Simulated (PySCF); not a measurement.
Compound: C2H10Al2O2.
Bonds: C1–O2, O2–Al3, Al3–O4, O4–C5, O4–Al6, O2–Al6. Hydrogens: H7, H8, H9 on C1; H10, H11 on Al3; H12, H13, H14 on C5; H15, H16 on Al6.

Definitions: NICS(0) = −σiso at the ring centroid; NICS(1) = −σiso and NICS(1)zz = −σzz at ±1 Å along the ring normal z. Level: GIAO B3LYP/pcSseg-2 (PySCF, non-relativistic, gas phase) on the PBE0-D3(BJ)/def2-SVP geometry, one conformer.

Ring bond lengths (Å): O2–Al3 1.864, Al3–O4 1.864, O4–Al6 1.865, Al6–O2 1.864.

Problem. Give the NICS values of each ring in ppm.

Solution. 
| ring | type | NICS(0) | NICS(1), two faces | NICS(1)zz, two faces | rms pucker (Å) | centre to ring atoms, mean (Å) |
| --- | --- | --- | --- | --- | --- | --- |
| O2–Al3–O4–Al6 | 4-membered ring with 2 Al and 2 O; formal bonds all single | -6.9 | -1.8 / -1.8 | -0.8 / -0.6 | 0.01 | 1.31 |

Problem. What do they say, and how far can they be read as aromaticity?

Solution. 
- O2–Al3–O4–Al6: mean NICS(1)zz -0.7 ppm, near zero. Al3, Al6 have four or more neighbours; no verdict on aromaticity is drawn. NICS(0) lies 5 ppm below the mean NICS(1).

Problem. List the ring angles.

Solution. 
- O2–Al3–O4–Al6: O2 99.8°, Al3 80.2°, O4 99.8°, Al6 80.2°; sum 360.0° against 360° for a flat convex ring.

Problem. How do the values depend on the level or the medium?

Solution. 
```tsv
level	NICS(0), O2–Al3–O4–Al6	mean NICS(1)zz, O2–Al3–O4–Al6
B3LYP/pcSseg-2, gas	-6.9	-0.7
PBE0/pcSseg-1, gas	-8.0	-0.8
```

The geometry is the same throughout.

Time: 76 s wall; peak memory 1.7 GiB. Hardware: Arm Neoverse V1, one thread, no GPU, shared host. This is the whole shielding run at B3LYP/pcSseg-2, SCF included.
